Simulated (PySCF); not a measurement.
A structure optimised at B3LYP-D3(BJ)/def2-SVP, used in a PySCF frequency run:

```
C
C 1 1.5272
H 2 1.1030 1 111.72
H 2 1.1030 3 107.63 1 -122.99
H 2 1.1044 3 107.49 4 -115.52
C 1 1.5644 2 116.38 3 68.86
H 6 1.1025 1 118.21 2 -105.39
H 6 1.1026 7 107.82 1 -126.59
C 6 1.5473 7 117.43 8 -127.97
H 9 1.1000 6 117.01 7 102.99
H 9 1.1003 10 108.28 6 128.00
C 9 1.5473 10 117.01 11 128.00
H 12 1.1025 9 117.43 10 -102.99
H 12 1.1026 13 107.82 9 -127.97
Si 1 1.8982 2 110.88 3 -60.32
H 15 1.4939 1 110.38 2 180.00
H 15 1.4943 16 108.51 11 -121.00
H 15 1.4943 16 108.51 17 -118.00
```
Charge 0, spin multiplicity 1.

### Question
Write its SMILES, formula and point group.

### Answer
CC1([SiH3])CCC1, C5H12Si, Cs

### Question
What are its rotational constants (standard atomic weights)?

### Answer
3.6578, 2.3945, 1.9492 GHz
